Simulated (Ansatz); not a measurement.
A geometry relaxed with PBE0-D4/def2-TZVP run with Ansatz (a quantum-chemistry and plane-wave program), charge 0, multiplicity 1:

```xyz
6

H     -0.6218    -1.4114     0.4899
H     -1.0462     0.1794    -1.3583
H      1.8337    -0.0195     0.3762
F     -0.9759     0.9677     1.0002
O      1.2089     0.2134    -0.3116
Si    -0.3788    -0.0595    -0.0657
```

Question: Write the SMILES of this molecule.

Answer: `O[SiH2]F`
